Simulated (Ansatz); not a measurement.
`[SH][Zr]([Cl])([Cl])[Cl]` + CH₃NH₂ → `C[NH][Zr]([Cl])([Cl])[Cl]` + H₂S at 500 K and 1 bar (ligand exchange at a Zr–S bond).

Gas-phase electronic energies from Ansatz, PBE0-D4/def2-TZVP geometries. CCSD(T)/CBS is the MP2 limit (def2-TZVPP, def2-QZVPP) plus CCSD(T) − MP2 in def2-TZVPP, frozen cores. This one scheme is used for every species. def2 core potentials past Kr. For Zr outer-core shells are correlated without core-valence functions, which leaves a few kJ/mol of doubt a bond. Each species was taken in one conformer, which may not be the lowest.

```csv
species,CCSD(T)/CBS energy (Eh),H − E (kJ/mol),S (J/(mol·K))
`[SH][Zr]([Cl])([Cl])[Cl]`,-1824.98006,81.1,469.4
CH₃NH₂,-95.75281,191.8,270.3
`C[NH][Zr]([Cl])([Cl])[Cl]`,-1521.75679,207.6,508.9
H₂S,-398.97279,57.0,224.0
```

H − E and S are ideal-gas, rigid-rotor, harmonic terms from PBE0-D4/def2-TZVP, for one conformer and one mirror image of each species. 1 Eh = 2625.50 kJ/mol, R = 8.31446 J/(mol·K).

Problem. By hand: ΔE, ΔH, ΔS and ΔG.

Solution. ΔE = (-1521.75679) + (-398.97279) − (-1824.98006) − (-95.75281) = 0.00329 Eh = 8.6 kJ/mol. Δ(H − E) = 207.6 + 57.0 − 81.1 − 191.8 = -8.3, so ΔH = 0.3 kJ/mol. ΔS = 508.9 + 224.0 − 469.4 − 270.3 = -6.8 J/(mol·K). ΔG = 0.3 − 500 × (-6.8)/1000 = 3.7 kJ/mol.

Problem. By hand: the equilibrium constant, and the temperature at which ΔG would vanish if ΔH and ΔS stayed fixed.

Solution. log₁₀ K = −ΔG/(RT ln 10) = -0.4. ΔH and −TΔS have one sign here, so there is no such temperature.

TΔS isn't small against ΔH here. The sign of ΔG lies within the doubt. A doubt of 5 kJ/mol in ΔE shifts log₁₀ K by 0.5 here. Other conformers and mirror images would add mixing entropy, several J/(mol·K) or more a flexible species. Modes under 60 cm⁻¹, often nearly free rotors, make the harmonic entropy too high. These are equilibria of isolated gas molecules and say nothing of rates. Largest T1 diagnostic: 0.016 (customary marks: 0.02 for closed shells, 0.045 for open ones).

ΔS is within the doubt of such terms, so its sign, and with it that verdict, could turn.
